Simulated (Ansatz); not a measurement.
Input file for Ansatz (a quantum-chemistry and plane-wave program): U-CCSD(T)/def2-SVP on CdF2 (SMILES [F][Cd][F]), a point of a bond scan (R = 5.220 Å). Elements past Kr take the def2 small-core potentials; no spin–orbit coupling.

Ansatz 0.2 input:
```yaml
crystal:
  periodic: [false, false, false]
  atoms:
    - {symbol: Cd, position_ang: [0.00000000, 0.00000000, 0.00000000]}
    - {symbol: F, position_ang: [-0.00000000, -0.00000000, -5.22043126]}
    - {symbol: F, position_ang: [0.00000000, 0.00000000, 1.93349306]}
basis:
  gaussian:
    orbitals: def2-SVP
correlation: {method: ccsd_t, electrons: outside_noble_gas}
scf: {omitted_lower_state_checks: [cluster_reference]}
magnetization: {spin_polarized: true, initial_magnetization: 0}
```

Output:

```
WARN ansatz: RAYON_NUM_THREADS=1 ignored (pool sized by the plan → 1); use --threads N
Functional definition: HF
these checks for a lower state are left out or cut short: cluster_reference
integrals: 0.04 GiB planned
582 factors; integrals over basis functions are off by at most 6.5e-4 eV
mean field: 0.15 GiB planned
mean field evaluation 1: about -9935.5267 eV, gradient 3.6e1 eV
mean field evaluation 2: about -9935.5433 eV, gradient 3.6e1 eV
mean field evaluation 4: about -9938.6262 eV, gradient 2.0e1 eV
mean field evaluation 8: about -9940.1482 eV, gradient 2.8e0 eV
mean field evaluation 16: about -9940.2390 eV, gradient 1.2e-3 eV
mean field evaluation 32: about -9944.7998 eV, gradient 9.3e-1 eV
mean field evaluation 64: about -9944.7551 eV, gradient 7.3e-1 eV
mean field evaluation 96: about -9936.0072 eV, gradient 4.8e0 eV
mean field evaluation 128: about -9939.0802 eV, gradient 1.7e-6 eV
mean field evaluation 160: about -9944.8018 eV, gradient 1.0e-3 eV
mean field evaluation 192: about -9944.8018 eV, gradient 1.4e-3 eV
mean field evaluation 224: about -9944.7147 eV, gradient 6.0e0 eV
mean field evaluation 256: about -9944.7294 eV, gradient 2.0e0 eV
mean field evaluation 288: about -9938.6058 eV, gradient 2.0e1 eV
mean field -9944.80323468 eV, -365.4647780446 hartree, gradient 2.7e-10 eV, S^2 1.006578; 18 other end points of the search recorded, 0 dependent functions left out
6 core orbitals not correlated
reference -9944.80323468 eV, -365.4647780446 hartree; 13, 13 occupied and 40, 40 virtual orbitals, 582 factors
second order -16.05403385 eV of doubles, -0.00000000 eV of singles
coupled cluster: 0.18 GiB planned
cycle   1  -15.83229999 eV  change    2.2e-1 eV  update   9.8e-2
cycle   2  -16.07553452 eV  change   -2.4e-1 eV  update   3.6e-2
cycle   3  -16.17780189 eV  change   -1.0e-1 eV  update   2.5e-2
cycle   4  -16.18207841 eV  change   -4.3e-3 eV  update   9.7e-3
cycle   5  -16.17169030 eV  change    1.0e-2 eV  update   4.3e-3
cycle   6  -16.17235213 eV  change   -6.6e-4 eV  update   2.0e-3
cycle   7  -16.17413132 eV  change   -1.8e-3 eV  update   8.4e-4
cycle   8  -16.17423696 eV  change   -1.1e-4 eV  update   3.4e-4
cycle   9  -16.17416666 eV  change    7.0e-5 eV  update   1.2e-4
cycle  10  -16.17418258 eV  change   -1.6e-5 eV  update   3.9e-5
cycle  11  -16.17416221 eV  change    2.0e-5 eV  update   1.6e-5
coupled cluster: 0.18 GiB planned
perturbative correction -0.22040413 eV, -0.0080997025 hartree
Total energy: -9961.19780102 eV, -366.0672672452 hartree
Checks for a lower state left out: cluster_reference
```

The calculation finished and met its thresholds. Its determinant has ⟨S²⟩ = 1.01, a mixture of spin states.

Cost: roughly 14 core-seconds.
